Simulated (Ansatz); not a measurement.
# A family of molecules: the atomisation energy (no zero-point term)

Gas-phase molecules, one atom swapped for its congeners: CH2I2 (diiodomethane) `ICI`; GeH2I2 `[I][GeH2][I]`; SnH2I2 `[I][SnH2][I]`. The Si member is missing. All are singlets with charge 0.

Shapes, held fixed at every level: PBE0-D4/def2-TZVP. Programs: Ansatz 0.2.0. Values in eV.

```tsv
level	CH2I2	GeH2I2	SnH2I2
HF/def2-SVP	9.38	8.00	7.14
r2SCAN-D4/def2-TZVPP	14.10	11.70	10.70
PBE0-D4/def2-TZVPP	14.21	11.57	10.61
r2SCAN0-D4/def2-TZVPP	13.83	11.55	10.56
MP2/def2-TZVPP	14.16	11.63	10.46
CCSD(T)/def2-SVP	12.96	10.60	9.66
CCSD(T)/def2-TZVPP	13.74	11.43	10.42
```

At CCSD(T)/def2-TZVPP the atomisation energy falls at every step, from 13.74 to 10.42 eV. Every level shows the same order. For atoms past krypton def2 sets carry core potentials with scalar relativity. Relativity is left out for Ge. Outer-core shells of Ge, I, Sn are correlated, in sets that cover them unevenly. Spin-orbit coupling, which grows down the group, is left out (summed over each molecule's free atoms 0.63, 0.75, 0.93 eV). Coupled cluster in double- or triple-zeta sets underbinds by a few per cent against its basis-set limit.
